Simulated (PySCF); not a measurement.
C2H9BN2O, SMILES C(NB(N)O)C.

The structure is a stationary point at PBE0-D3(BJ)/def2-SVP. This is a generated structure with no PubChem entry under its InChIKey; it may be hypothetical. The values are those of a single conformer.

The numbers are results of PySCF 2.14.0 with TDA-M06-2X/def2-SVPD, not measurements.

Vertical excitations. The molecule is in vacuum.

```
state  energy (eV)  λ (nm)      f                                                                 main pairs
-----  -----------  ------  -----  -------------------------------------------------------------------------
S1            5.89     211  0.004                                                             HOMO→LUMO 89 %
S2            6.65     186  0.024                       HOMO−1→LUMO 35 %, HOMO→LUMO+2 33 %, HOMO→LUMO+1 23 %
S3            7.05     176  0.021                                         HOMO→LUMO+1 68 %, HOMO−1→LUMO 11 %
S4            7.26     171  0.006                        HOMO−1→LUMO 43 %, HOMO→LUMO+2 36 %, HOMO→LUMO+4 8 %
S5            7.68     161  0.006                     HOMO→LUMO+3 55 %, HOMO−1→LUMO+1 15 %, HOMO→LUMO+5 12 %
S6            7.76     160  0.047  HOMO→LUMO+3 32 %, HOMO−1→LUMO+1 22 %, HOMO−1→LUMO+2 16 %, HOMO→LUMO+5 7 %
S7            7.96     156  0.005                                       HOMO→LUMO+4 50 %, HOMO−1→LUMO+1 10 %
S8            8.30     149  0.001                                       HOMO→LUMO+5 64 %, HOMO−1→LUMO+1 18 %
S9            8.41     147  0.047  HOMO→LUMO+6 40 %, HOMO→LUMO+4 19 %, HOMO−1→LUMO+4 12 %, HOMO−1→LUMO+2 7 %
S10           8.71     142  0.009                   HOMO−1→LUMO+2 55 %, HOMO−1→LUMO+1 11 %, HOMO→LUMO+6 11 %
T1            5.82     213      0                                                             HOMO→LUMO 85 %
T2            6.50     191      0                       HOMO−1→LUMO 39 %, HOMO→LUMO+2 29 %, HOMO→LUMO+1 18 %
T3            7.02     177      0                                                           HOMO→LUMO+1 70 %
T4            7.19     173      0                       HOMO−1→LUMO 38 %, HOMO→LUMO+2 34 %, HOMO→LUMO+4 10 %
```
Triplets are in the Tamm–Dancoff approximation.
